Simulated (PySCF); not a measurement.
**Excited states of N⁵⁺ (nitrogen, charge +5)**

Ground state 1s2, ¹S. Calculation: PySCF 2.14, in x2c-SVPall with two added diffuse shells of s type (5s2p1d, 16 functions); the spin-free X2C one-electron Hamiltonian (Gaussian nucleus). Vertical excitation energies in eV without spin-orbit coupling; excited terms of each kind are numbered among those the solver found. Frozen: nothing.

```json
{"term": "1 3S", "leading excitation": "1s → s", "EOM-EE-CCSD": "423.72"}
{"term": "1 1S", "leading excitation": "1s → s", "EOM-EE-CCSD": "428.82"}
{"term": "1 3P°", "leading excitation": "1s → p", "EOM-EE-CCSD": "430.93"}
{"term": "1 1P°", "leading excitation": "1s → p", "EOM-EE-CCSD": "433.83"}
{"term": "2 3S", "leading excitation": "1s → s", "EOM-EE-CCSD": "497.43"}
{"term": "2 1S", "leading excitation": "1s → s", "EOM-EE-CCSD": "498.40"}
{"term": "2 3P°", "leading excitation": "1s → p", "EOM-EE-CCSD": "500.03"}
{"term": "2 1P°", "leading excitation": "1s → p", "EOM-EE-CCSD": "500.54"}
{"term": "1 3D", "leading excitation": "1s → d", "EOM-EE-CCSD": "508.35"}
{"term": "1 1D", "leading excitation": "1s → d", "EOM-EE-CCSD": "508.40"}
```

Doubly excited terms such as np² are absent. The solver can miss terms.
